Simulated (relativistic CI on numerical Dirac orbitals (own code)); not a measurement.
**Sc3+ in a cubic cluster: L2,3 absorption with charge transfer**

Computed with a charge-transfer multiplet model of a cubic metal-ligand cluster with up to 2 ligand holes, Slater and spin-orbit integrals from Dirac-Coulomb-Breit ions, Slater integrals scaled by 0.8. The ground state mixes d0 with configurations of k ligand holes L, whose averages lie at kΔ + k(k − 1)U_dd/2; a core hole lowers each added d electron by U_cd. 300 K, Lorentzian 0.4 eV and Gaussian 0.3 eV FWHM.

Atomic integrals in eV (Slater integrals scaled, ζ unscaled), ground: F2dd 4.710, F4dd 2.885, zeta_d 0.005; with the core hole: F2dd 4.710, F4dd 2.885, zeta_d 0.020, zeta_core 3.005, F2cd 4.113, G1cd 2.955, G3cd 1.675. Where a configuration has fewer than two d electrons, the dd integrals are those of d2.

Cluster parameters (eV): Δ = 5.4, U_dd = 4.3, 10Dq = 1.8, 10Dq(ligand) = 1.2, V(eg) = 1.8, V(t2g) = -0.81, final-state hopping factor = 0.8.

```tsv
Case	n_d	d0	d1L	d2L2	S
U_cd = 4.5 eV	0.32	0.70	0.27	0.02	0.00
U_cd = 5.1 eV	0.32	0.70	0.27	0.02	0.00
U_cd = 6.9 eV	0.32	0.70	0.27	0.02	0.00
```

Weights, n_d and S are thermal averages at 300 K. Photon energies count from the first peak over 30 % of the highest in each spectrum, which can be another peak from case to case. The parameters are a model scan and need not match a compound or its usual spin state. Peaks in eV (height, largest 100):
- U_cd = 4.5 eV: -2.1 (27), 0.0 (58), 2.2 (48), 4.3 (100)
- U_cd = 5.1 eV: 0.0 (31), 2.1 (63), 4.4 (53), 6.5 (100)
- U_cd = 6.9 eV: 0.0 (40), 2.1 (71), 4.5 (62), 6.7 (100)

A d0 ion has no d-d gap: its lowest excitations are ligand-to-metal charge transfer. With the core hole the configuration with one ligand hole lies at Δ + U_dd − U_cd = 5.2, 4.6, 2.8 eV from the one without, in the order of the table; where this is negative the screened configuration lies lower, though the effective hopping of about 3.2 eV (from the holes of the mixed ground state) mixes the two strongly wherever it is as large as the gap.
